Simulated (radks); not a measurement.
Question: The bismuth ion Bi4+, [Xe] 4f14 5d10 6s1. All-electron calculation, non-relativistic Kohn-Sham, PBE, spin-polarised, spherical densities, point nucleus. Program: a radial shooting solver on a logarithmic mesh with Libxc functionals. Every spin shell is full or empty, so the densities are truly spherical. Functionals are evaluated on that one density, not self-consistently. Rank these orbital-free kinetic functionals by their error against the exact value of the orbitals, and give that value: Thomas-Fermi, TF + vW/9, TF + vW/5, revAPBEK, Perdew 92, Thakkar, Pearson, LKT, PG1, DePristo-Kress.

Answer: Exact: 20091.6 hartree. From best to worst, with 100 (|E| - |E exact|)/|E exact| (equal figures are ties): revAPBEK +0.19, DePristo-Kress -0.19, Perdew 92 -0.66, TF + vW/9 -0.67, Thakkar -0.78, Pearson -0.82, TF + vW/5 +2.44, Thomas-Fermi -4.55, PG1 +12.24, LKT +15.71.
